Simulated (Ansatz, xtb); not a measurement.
CH5ClFSi2+: where a starting geometry ends

The starting geometry of this gas-phase singlet was built from a drawn formula by distance geometry and a force field; its bonds are those of `F[C@H](Cl)[SiH2][SiH2+]`.

```yaml
atoms:
  - { symbol: C, position_ang: [-0.8701, 1.5667, 0.4865] }
  - { symbol: Cl, position_ang: [-2.6266, 1.9490, 0.2666] }
  - { symbol: F, position_ang: [-0.8010, 0.3357, 1.0870] }
  - { symbol: Si, position_ang: [-0.0163, 1.6255, -1.1036] }
  - { symbol: Si, position_ang: [-0.6898, -0.1332, -2.3917] }
  - { symbol: H, position_ang: [-0.5266, 2.3504, 1.1843] }
  - { symbol: H, position_ang: [1.4637, 1.5540, -0.9067] }
  - { symbol: H, position_ang: [-0.3246, 2.8837, -1.8171] }
  - { symbol: H, position_ang: [-0.1765, -0.0079, -3.7706] }
  - { symbol: H, position_ang: [-0.2096, -1.4277, -1.7929] }
```

Problem. Predict what becomes of its bonds when it is optimised with r2SCAN-D4/def2-SVP.

Solution. A new bond forms, giving a structure with Cl2 bridging C1 and Si5, given below by its coordinates. Distances that change by over a tenth: C1–Cl2 (1.81 → 2.06 Å). Contacts that close: Cl2–Si5 (3.89 → 2.26 Å).

The energy falls by 2.03 eV over 20 steps:

```tsv
step	E − E(last) (eV)
1	2.033
3	1.161
5	0.988
7	0.725
9	0.334
12	0.039
14	0.007
16	0.001
18	0.000
20	0.000
```

Final geometry (Å):

```xyz
10

C    -0.7485    1.5683    0.4417
Cl   -2.2746    0.6351   -0.5890
F    -0.3509    0.7113    1.3447
Si    0.4612    1.7796   -1.0892
Si   -0.7295    0.0498   -2.1355
H    -1.3372    2.3893    0.8878
H     1.8641    1.5745   -0.6557
H     0.1550    3.0917   -1.7137
H    -1.4111    0.2574   -3.4340
H    -0.4059   -1.3608   -1.8153
```

From the same start GFN2-xTB reaches the same bonding as this run.

No frequencies were run, so the end isn't proven a minimum. Run with Ansatz 0.2.0, 31 s on 2 threads of Intel(R) Xeon(R) 6975P-C (Granite Rapids), with other jobs on the host.
